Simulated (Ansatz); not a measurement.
Start from `[NH2][GeH2][NH][SiH](N)F` and change one atom or group to get `N[Si@H](F)N[Si@H](N)F`.

Ansatz, PBE0-D4/def2-TZVP geometries, multiplicity 1. Each molecule was computed in one conformer, which needn't be the lowest.

Scalar relativity is left out up to krypton.

```tsv
property	`[NH2][GeH2][NH][SiH](N)F`
HOMO–LUMO gap (ωB97M-V/def2-TZVPP) / eV	11.74
size of the dipole moment (PBE/def2-TZVPP) / D	3.29
LUMO energy (PBE0/def2-TZVPP) / eV	0.51
HOMO–LUMO gap (PBE/def2-TZVPP) / eV	5.59
HOMO–LUMO gap (B3LYP/def2-TZVPP) / eV	7.29
HOMO–LUMO gap (PBE0/def2-TZVPP) / eV	7.86
```

Question: What does the change do to each property? (Best estimate.)

Answer: The calculation gave: 
```
                                      property  `N[Si@H](F)N[Si@H](N)F`  shift
       HOMO–LUMO gap (ωB97M-V/def2-TZVPP) / eV                    12.27   0.53
size of the dipole moment (PBE/def2-TZVPP) / D                     2.07  -1.22
            LUMO energy (PBE0/def2-TZVPP) / eV                     0.73   0.22
           HOMO–LUMO gap (PBE/def2-TZVPP) / eV                     6.14   0.55
         HOMO–LUMO gap (B3LYP/def2-TZVPP) / eV                     7.85   0.56
          HOMO–LUMO gap (PBE0/def2-TZVPP) / eV                     8.46   0.60
```

With PBE0 the HOMO falls by 0.38 eV and the LUMO rises by 0.22 eV, so the gap widens by about 0.60 eV. PBE moves the HOMO by -0.34 eV and ωB97M-V by -0.42 eV. Dipoles are sizes alone; their direction can turn.

B3LYP here is the variant with VWN-RPA as its local correlation; programs differ in this.
